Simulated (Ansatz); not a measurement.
C2HF5, charge +1, doublet, geometry from GFN2-xTB (a state made from the parent by changing its charge; the spin is typed, not shown lowest); PBE/pcseg-1 run with Ansatz (a first-principles code).

The Ansatz input:
Ansatz 0.2 input:
```yaml
crystal:
  periodic: [false, false, false]
  atoms:
    - {symbol: F, position_ang: [1.23800956, -1.23601556, 0.52034499]}
    - {symbol: C, position_ang: [1.02696466, -0.18445344, -0.21020972]}
    - {symbol: F, position_ang: [1.57242578, 0.87660154, 0.30034638]}
    - {symbol: C, position_ang: [-0.71653643, 0.09712544, -0.15651253]}
    - {symbol: F, position_ang: [-0.98326730, 0.26981887, 1.09638611]}
    - {symbol: F, position_ang: [-0.91782864, 1.15425581, -0.87502986]}
    - {symbol: F, position_ang: [-1.25403533, -0.96967226, -0.65385338]}
    - {symbol: H, position_ang: [1.23969399, -0.33092755, -1.29341463]}
basis:
  gaussian:
    orbitals: pcseg-1.json
    symmetry_tolerance_ang: 0.01
hamiltonian:
  xc: pbe
total_charge: 1
magnetization: {spin_polarized: true, initial_magnetization: 1}
```
The basis file holds pcseg-1 in the JSON format of the Basis Set Exchange.

What the program printed (banner, timings and long lists left out):

```
Functional definition: PBE
1096 factors; their error is unknown
mean field evaluation 1: about -15639.0938 eV, gradient 4.5e1 eV
mean field evaluation 2: about -15629.5090 eV, gradient 7.4e1 eV
mean field evaluation 4: about -15644.8715 eV, gradient 1.6e0 eV
mean field evaluation 8: about -15644.8742 eV, gradient 5.0e-2 eV
mean field evaluation 16: about -15644.7918 eV, gradient 1.5e-4 eV
mean field -15644.79183199 eV, -574.9354954049 hartree, gradient 2.0e-5 eV, S^2 0.750692; 0 other end points of the search recorded, 0 dependent functions left out
reference -15644.79185244 eV, -574.9354961562 hartree; 29, 28 occupied and 74, 75 virtual orbitals, 1096 factors
Total energy: -15644.79185244 eV, -574.9354961562 hartree
```
